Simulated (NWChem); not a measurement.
Molecule: SiCl2, singlet; SMILES [Si](Cl)Cl

```xyz
3

Si     0.0000     0.0000     0.9328
Cl    -1.6066     0.0000    -0.3841
Cl     1.6066     0.0000    -0.3841
```
Atoms are numbered in this order, from 1.

Results from NWChem. Low-valent species are run as closed-shell singlets; no triplet was tried in these runs. Structure relaxed at the PBE0-D3(BJ)/def2-TZVP level.

Problem. Taking PBE/pcseg-2 as the yardstick, which of these has the fewest basis functions while keeping “highest occupied level (eV)” within 0.1 eV of it: PBE/pcseg-1; PBE/aug-pcseg-1; PBE/STO-3G; PBE/def2-SVP?

Solution. PBE/pcseg-1.
```csv
level,basis functions,highest occupied level (eV)
PBE/STO-3G,27,-4.42
PBE/pcseg-1,54,-6.80
PBE/def2-SVP,54,-6.48
PBE/aug-pcseg-1,81,-6.75
PBE/pcseg-2,102,-6.72
```

The yardstick is one finite set, not the basis-set limit.
